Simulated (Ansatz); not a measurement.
Total energies of C$_{2}$H$_{7}$AlBFO.

Z-matrix (Å, degrees):
```
B
F 1 1.536
C 1 1.733 2 101.9
H 1 1.200 2 109.5 3 -112.4
H 1 1.203 2 107.3 3 120.8
Al 2 1.859 1 109.4 3 -49.1
C 3 1.406 1 90.9 2 65.1
H 3 1.094 1 112.2 2 -173.0
H 3 1.088 1 101.3 2 -51.3
H 6 1.585 2 106.7 1 127.2
H 6 1.582 2 108.1 1 -97.1
O 7 1.305 3 121.3 1 108.6
H 12 0.972 7 111.6 3 8.6
```

Total charge 0; spin multiplicity 1. The bonds changed during the relaxation, so this is another structure than the one it started from. The structure was optimised at the PBE0-D4/def2-TZVP level. It is one conformer, not always the lowest. Basis def2-TZVPP, Ansatz.

RPA on PBE orbitals: Hartree–Fock energy of these orbitals -520.77887 Eh, correlation -1.67085 Eh (frozen core).

```json
{"functional": "PBE", "energy without D4 (Eh)": "-522.44318", "D4 term (kJ/mol)": "-27.7"}
{"functional": "revPBE", "energy without D4 (Eh)": "-522.76230", "D4 term (kJ/mol)": "-86.1"}
{"functional": "BLYP", "energy without D4 (Eh)": "-522.83490", "D4 term (kJ/mol)": "-61.2"}
{"functional": "r2SCAN", "energy without D4 (Eh)": "-522.74334", "D4 term (kJ/mol)": "-6.8"}
{"functional": "B97M-V", "energy without D4 (Eh)": "-522.81689", "D4 term (kJ/mol)": "–"}
{"functional": "PBE0", "energy without D4 (Eh)": "-522.48512", "D4 term (kJ/mol)": "-23.4"}
{"functional": "B3LYP", "energy without D4 (Eh)": "-522.94680", "D4 term (kJ/mol)": "-44.6"}
{"functional": "r2SCANh", "energy without D4 (Eh)": "-522.72705", "D4 term (kJ/mol)": "-7.2"}
{"functional": "r2SCAN0", "energy without D4 (Eh)": "-522.70412", "D4 term (kJ/mol)": "-8.0"}
{"functional": "HSE06 (plane-wave form)", "energy without D4 (Eh)": "-522.46472", "D4 term (kJ/mol)": "-21.8"}
{"functional": "BHLYP", "energy without D4 (Eh)": "-522.77719", "D4 term (kJ/mol)": "-33.6"}
{"functional": "LC-ωPBE", "energy without D4 (Eh)": "-522.65907", "D4 term (kJ/mol)": "–"}
{"functional": "B2PLYP", "energy without D4 (Eh)": "-522.59221", "D4 term (kJ/mol)": "–"}
{"functional": "PBE-QIDH", "energy without D4 (Eh)": "-522.36070", "D4 term (kJ/mol)": "–"}
```

Problem. Give the same for LDA (SPW92), CAM-B3LYP, ωB97X-V, ωB97M-V. (Estimate.)

Solution. The calculation gave: 
```json
{"functional": "LDA (SPW92)", "energy without D4 (Eh)": "-519.64858", "D4 term (kJ/mol)": "–"}
{"functional": "CAM-B3LYP", "energy without D4 (Eh)": "-522.80982", "D4 term (kJ/mol)": "-23.6"}
{"functional": "ωB97X-V", "energy without D4 (Eh)": "-522.78788", "D4 term (kJ/mol)": "–"}
{"functional": "ωB97M-V", "energy without D4 (Eh)": "-522.79333", "D4 term (kJ/mol)": "–"}
```

B3LYP takes the VWN-RPA correlation (the form of Gaussian; ORCA's B3LYP/G). HSE06 is the plane-wave form, built on full-range PBE exchange. The double hybrids freeze the cores in their second-order part.

LC-ωPBE has ω = 0.4 bohr⁻¹.
